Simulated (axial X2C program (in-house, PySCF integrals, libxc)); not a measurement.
Potential curves of MoTe⁺, 2c

Calculated with an in-house relativistic program for diatomic molecules. Two-component (2c) means X2C with spin–orbit coupling and atomic mean-field two-electron Coulomb and Gaunt terms. Basis: Te dyall-cv3z [11s12p8d4f1g], Mo dyall-cv3z [11s12p9d5f3g] (cores contracted in-house); Gaussian nuclei, density fitting, unrestricted open shells. Masses: Te 129.906 u, Mo 97.905 u.

State: Ω = 3/2 (⟨Sz⟩ = 1.52, ⟨Lz⟩ = -0.02 at PBE0). Energies in eV from the fragments at the same level (Te + Mo+). Fits are polynomials in 1 − R0/R over 0.85 to 1.23 times the lowest point R0.

```csv
R (Å),PBE0
2.1854,-1.5405
2.2859,-2.0751
2.3613,-2.2839
2.4366,-2.3815
2.5120,-2.4012
2.5999,-2.3570
2.6878,-2.2655
2.8009,-2.1077
2.9390,-1.8882
3.1400,-1.5691
```

Occupations by symmetry block were frozen at the best pattern of an incomplete PBE0 search. Dissociation energies refer to the lowest single-determinant-based atoms at the same level and basis. Density functionals use the spin component along the axis (collinear). Without a current term, density functionals place determinants with orbital angular momentum somewhat too high. With several unpaired electrons one determinant need not be a pure state. This is the top spin component of a Σ state; components of lower Ω are not single determinants and can lie lower. The determinant is spin-polarised beyond a pure state at some levels (its spin-free form has ⟨S²⟩ too high), which makes Re and μ there less reliable.

Question: Fit the PBE0 curve near its minimum: give the equilibrium distance, the harmonic wavenumber and the well depth.

Answer: At PBE0, 2c: Re = 2.497 Å, ωe ≈ 222 cm⁻¹, De = 2.40 eV to Te + Mo+; Be follows as 0.0484 cm⁻¹.
